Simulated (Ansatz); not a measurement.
`C[C@H]1C[Si@H]1Cl` → `[SiH3]/C=C\CCl`  (isomerisation)

Computed with Ansatz on PBE0-D4/def2-TZVP structures; ΔE is electronic, products minus reactants. CBS: MP2 limit from def2 TZ/QZ plus the TZ coupled-cluster correction, frozen cores. DFT in def2-TZVPP. B3LYP here is the variant with VWN-RPA as its local correlation; programs differ in this. Each species was taken in one conformer, which may not be the lowest.

```csv
level,ΔE (kJ/mol),difference from CCSD(T)/CBS
PBE-D4,122.5,7.2
r2SCAN-D4,128.3,13.0
PBE0-D4,129.4,14.1
ωB97X-V,123.0,7.7
ωB97M-V,123.1,7.8
B2PLYP,110.0,-5.3
PBE,121.8,6.5
B3LYP,102.9,-12.4
MP2/def2-TZVPP,127.7,12.4
SCS-MP2/def2-TZVPP,113.0,-2.3
CCSD/def2-TZVPP,111.8,-3.5
CCSD(T)/def2-TZVPP,111.7,-3.6
MP2/def2-QZVPP,129.9,14.6
SCS-MP2/def2-QZVPP,115.2,-0.1
HF/CBS(def2),88.9,-26.4
MP2/CBS(def2),131.3,16.0
CCSD(T)/CBS,115.3,0
```

Largest T1 diagnostic among the species: 0.011.

From PBE to PBE0 (25 % exact exchange), in def2-TZVPP and without D4, ΔE moves by +7.1 kJ/mol. In def2-TZVPP, CCSD(T) changes the Hartree–Fock value by +23.0 kJ/mol (the triples alone add −0.1 kJ/mol) and MP2 by +39.1 kJ/mol.
